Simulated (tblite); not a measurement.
Start geometry of `FC(F)(F)c1cccc[o+]1` from a force field or distance geometry (Å):
```
atom  x, y, z in Å
F1     2.6597    0.3490   -1.3909
C2     2.2534    0.0041   -0.1428
F3     2.7734    0.9537    0.6988
F4     2.9233   -1.1408    0.1571
C5     0.7400   -0.1255   -0.0079
C6    -0.0685    1.0075   -0.2085
C7    -1.4461    0.9413   -0.1162
C8    -2.0517   -0.2678    0.1794
C9    -1.3021   -1.4258    0.3708
O10    0.1058   -1.3922    0.2787
H11    0.4055    1.9636   -0.4328
H12   -2.0556    1.8303   -0.2619
H13   -3.1477   -0.3274    0.2611
H14   -1.7900   -2.3706    0.5932
```

Q: What comes out of this run: GFN2-xTB geometry optimisation, gas phase in tblite 0.8.0?

A: 
```
atom  x, y, z in Å
F1     2.5829    0.2500   -1.3563
C2     2.2136   -0.0665   -0.1191
F3     2.7118    0.8449    0.7093
F4     2.7039   -1.2516    0.1907
C5     0.6743   -0.0629   -0.0252
C6    -0.0761    1.0795   -0.2199
C7    -1.4654    0.9672   -0.1157
C8    -2.0240   -0.2762    0.1758
C9    -1.1708   -1.3502    0.3494
O10    0.1242   -1.2221    0.2476
H11    0.4066    2.0209   -0.4433
H12   -2.0937    1.8358   -0.2598
H13   -3.0919   -0.4088    0.2657
H14   -1.4960   -2.3603    0.5786
```

The energy falls by 81.6 kJ/mol over 28 L-BFGS steps, the largest force on an atom goes from 3.64 to 0.008 eV/Å, and the atoms move by 0.139 Å rms after alignment. The bond that changes most is C5–O10 (substituted aromatic carbon to ring oxygen), which shortens by 0.133 Å. Bonds longer at the end by more than 0.005 Å: 3 of 14; shorter: 10. Among the angles that change most is C2–C5–O10, from 121.8° to 115.4°. Rotational constants go from 2792, 904.7, 778.1 to 2891, 974.6, 835.0 MHz. The orientation of the end geometry is arbitrary; only internal coordinates are fixed.

Its lowest GFN2-xTB frequency is 14i cm⁻¹, too small to tell a flat minimum from a shallow saddle.

These are computed values.
